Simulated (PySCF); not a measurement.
C₃H₉NOSi, SMILES C(/[Si@H](O)N)=C\C. Geometry: ωB97X-D3(BJ)/def2-SVP. The structure was generated by enumeration; whether it is a known compound was not checked. Other conformers were not sampled.

Computed equilibrium geometry at ωB97X-D3(BJ)/def2-SVP (PySCF confirms it by a frequency run) as a Z-matrix (one conformer of several):
```
C
C 1 1.3414
H 2 1.0996 1 118.06
H 1 1.0996 2 118.22 3 -179.69
C 2 1.5020 3 115.97 1 -179.67
H 5 1.1005 2 111.65 3 179.80
H 5 1.1032 6 108.50 2 122.25
H 5 1.1033 6 108.48 7 115.44
Si 1 1.8614 4 120.19 2 -179.20
O 9 1.6809 1 108.61 4 -177.37
H 10 0.9622 9 116.11 1 85.75
N 9 1.7201 10 111.92 11 -154.85
H 12 1.0146 9 120.65 10 65.52
H 12 1.0147 13 111.06 9 146.22
H 9 1.4946 10 107.71 11 -36.15
```
